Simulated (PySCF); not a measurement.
Energy landscape of AlF2, doublet: symmetric bend, bond length relaxed. Scanned: F-Al-F angle. Other coordinates (Al-F bond length) were minimised at B3LYP/def2-TZVP.

The free coordinates were minimised at B3LYP/def2-TZVP in PySCF; the energy column is CCSD(T) on UHF/cc-pVTZ, 7 core orbitals frozen (PySCF), in kcal/mol.

| a / ° | Al-F bond length / Å | E |
|---|---|---|
| 180 | 1.663 | 17.15 |
| 170 | 1.662 | 15.68 |
| 160 | 1.659 | 12.05 |
| 150 | 1.656 | 7.73 |
| 140 | 1.654 | 3.87 |
| 130 | 1.653 | 1.13 |
| 120 | 1.653 | 0.00 |
| 110 | 1.656 | 0.99 |
| 100 | 1.662 | 4.88 |
| 90 | 1.674 | 12.79 |
| 80 | 1.700 | 26.79 |
